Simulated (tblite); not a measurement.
Species: C5H7BOSe.
Bonds: B1–C2, C2–C3 (aromatic), C3–C4 (aromatic), C4–O5, O5–C6, C4–C7 (aromatic), C7–Se8 (aromatic), C2–Se8 (aromatic). Hydrogens: H9, H10 on B1; H11 on C3; H12, H13, H14 on C6; H15 on C7.

Computed with GFN2-xTB (tblite), gas phase: L-BFGS steps from a force-field or distance-geometry start until the largest atomic force falls under 0.01 eV/Å.

Step 22: E = -617.7891 eV
```
atom  x, y, z in Å  |  force x, y, z in eV/Å
B1      3.0361   -0.1028    0.3172   -0.472  -0.373  -0.500
C2      1.6145    0.4403    0.1819   -0.066   0.147   0.061
C3      0.4027   -0.2057    0.1224   -0.040  -0.073   0.033
C4     -0.7549    0.5918   -0.0357   -0.024  -0.034   0.054
O5     -2.0425    0.1515   -0.0375   -0.156  -0.025  -0.088
C6     -2.2804   -1.2081    0.2514    0.123  -0.014   0.003
C7     -0.4948    1.9316   -0.1860    0.139  -0.033   0.036
Se8     1.3048    2.2832   -0.0024    0.046   0.437  -0.039
H9      3.8751    0.4910    0.8174    0.401   0.485   0.301
H10     3.2999   -1.1121   -0.2030   -0.049  -0.258   0.092
H11     0.3434   -1.2687    0.2268    0.032  -0.291   0.026
H12    -1.8725   -1.4772    1.2342   -0.028  -0.029  -0.092
H13    -3.3617   -1.3463    0.2617    0.042   0.133   0.002
H14    -1.8542   -1.8588   -0.5200    0.032  -0.015   0.043
H15    -1.2198    2.6981   -0.3929    0.020  -0.057   0.067
```

Step 23: E = -617.8056 eV
```
atom  x, y, z in Å  |  force x, y, z in eV/Å
B1      3.0480   -0.0905    0.3196    0.109  -0.010  -0.211
C2      1.6120    0.4226    0.2045    0.035   0.200   0.052
C3      0.3996   -0.2240    0.1235    0.030  -0.041   0.074
C4     -0.7547    0.5760   -0.0391    0.035   0.088   0.035
O5     -2.0452    0.1498   -0.0542   -0.120  -0.034  -0.107
C6     -2.2977   -1.2019    0.2442    0.023  -0.110  -0.026
C7     -0.4882    1.9168   -0.1770    0.178   0.066   0.029
Se8     1.3095    2.2719    0.0318   -0.047   0.321  -0.050
H9      3.9214    0.5721    0.7597   -0.324  -0.045  -0.077
H10     3.3196   -1.1202   -0.1650   -0.048  -0.143   0.163
H11     0.3389   -1.2881    0.2144    0.033  -0.297   0.027
H12    -1.8802   -1.4787    1.2179    0.007  -0.020  -0.013
H13    -3.3810   -1.3187    0.2751    0.020   0.110   0.002
H14    -1.9020   -1.8704   -0.5286    0.056   0.021   0.015
H15    -1.2044    2.6912   -0.3912    0.013  -0.107   0.088
```

Problem. Estimate the geometry and energy of step 24. (The exact step hangs on the optimiser's Hessian estimate; all steps are aligned on step 23, rigid shifts and turns removed.)

Solution. E = -617.8137 eV, largest force 0.231 eV/Å
```
atom  x, y, z in Å  |  force x, y, z in eV/Å
B1      3.0398   -0.0975    0.3122    0.024   0.038  -0.153
C2      1.6106    0.4337    0.1954    0.011   0.115   0.029
C3      0.4005   -0.2193    0.1243    0.013  -0.029   0.061
C4     -0.7552    0.5817   -0.0359    0.021   0.032   0.028
O5     -2.0467    0.1497   -0.0488   -0.026   0.008  -0.085
C6     -2.2890   -1.2057    0.2469    0.003  -0.019  -0.017
C7     -0.4863    1.9213   -0.1803    0.081   0.035   0.029
Se8     1.3097    2.2860    0.0150   -0.039   0.177  -0.024
H9      3.9006    0.5440    0.7915   -0.194   0.014  -0.067
H10     3.3060   -1.1195   -0.1845   -0.035  -0.190   0.126
H11     0.3415   -1.2871    0.2206    0.054  -0.140   0.015
H12    -1.8778   -1.4780    1.2239    0.021  -0.030  -0.005
H13    -3.3715   -1.3282    0.2706    0.013   0.089  -0.007
H14    -1.8805   -1.8656   -0.5243    0.054  -0.021  -0.003
H15    -1.2061    2.6924   -0.3910   -0.002  -0.080   0.074
```

The energy changes by -0.0082 eV. The first-order estimate −F·Δx gives -0.0122 eV and the mean of the old and new forces, exact on a quadratic surface, -0.0083 eV. The step makes an angle of 77° with the force vector and moves no atom by more than 0.047 Å.

What follows is the cost of the whole relaxation. Hardware: one thread of an Arm Neoverse N1, shared host with 64 logical CPUs at a one-minute load of 61. Cost: 0.96 s of wall time.
